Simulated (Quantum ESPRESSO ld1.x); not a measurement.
The numbers below are computed, except where a source is named.
Li2+, 1 electrons, occupied as 1s0.75 2p0.25 (fractional occupations, a model configuration).

Level of theory: scalar-relativistic Kohn-Sham, LDA (Slater exchange, VWN5 correlation), spin-polarised, spherical densities, point nucleus; open shells are filled with parallel spins first (ld1.x of Quantum ESPRESSO 7.5).

Energy parts (hartree):
total: -3.6151
kinetic: 3.5976
electron-nucleus: -7.2503
Hartree: 0.6630
exchange-correlation: -0.6253

Orbitals (lengths in bohr, moments of r in powers of bohr):
| orbital | occ. | eigenvalue (hartree) | <r^2> |
|---|---|---|---|
| 1s up | 0.75 | -3.95646 | 0.3375 |
| 1s down | 0 | -3.23905 | 0.4075 |
| 2s up | 0 | -0.79762 | 5.559 |
| 2s down | 0 | -0.69752 | 6.694 |
| 2p up | 0.25 | -0.74851 | 4.356 |
| 2p down | 0 | -0.64564 | 5.473 |
| 3p up | 0 | -0.28826 | 28.04 |
| 3p down | 0 | -0.26403 | 32.94 |
| 3d up | 0 | -0.28047 | 20.17 |
| 3d down | 0 | -0.26475 | 22.84 |

The highest occupied level is 2p up at -20.368 eV. The configuration is held as typed, so some empty levels lie below it. Spin moment in Bohr magnetons: 1.
